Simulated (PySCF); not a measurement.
# LiSn⁻: one state, many levels of theory

State: ³Σ⁻ (triplet), unpaired electrons π ↑↑. Set-up: PySCF, scalar-relativistic core potentials, basis sets Li def2-SVPD, Sn def2-SVPD with ECP28. De refers to Li + Sn⁻ in their high-spin ground configurations, without counterpoise correction. The functionals are run spin-unrestricted. A positive dipole points towards Sn; it is taken about the centre of mass and depends on that origin. Levels whose curve was spin-contaminated or gave no clean fit are not listed.

```csv
Level,Re (Å),ωe (cm⁻¹),De (eV),μ (D)
ROHF,2.813,270,n/a,1.94
ROHF-MP2,2.762,320,0.85,n/a
ROHF-SCS-MP2,2.794,300,0.89,n/a
ROHF-CCSD,2.881,251,1.13,n/a
ROHF-CCSD(T),2.843,265,1.25,n/a
```

Q: What does all correlation do here, going from ROHF to ROHF-CCSD(T)?

A: ROHF-CCSD(T) less ROHF: +3.0 pm in Re, -1.9 % in ωe. Correlation nearly always deepens the well. The bond lengthens, as in strong covalent bonds, where excitations into antibonding orbitals dominate.

Correlated steps freeze 4 core orbitals. Correlated levels converge slowly with the basis: in double zeta they bind strong bonds too weakly, by up to about 1 eV, and carry superposition errors of some tenths. These are scalar-relativistic numbers at best; spin–orbit coupling would shift them, the dissociation energy most. For an ion De counts to the pair picked by the measured ionisation energies or electron affinities, which need not be the lowest pair at this level. The CCSD T1 diagnostic is raised, a sign that a single reference may not be enough here. UHF is strongly spin-contaminated for LiSn⁻, so the ROHF reference used there is far from stable. The state was picked by a PBE0 search and need not be the measured ground state.

The whole job (state search and all levels along the bond) took about 3.4 min on 1 thread of Arm Neoverse N1 (shared host), peak memory 0.53 GiB.
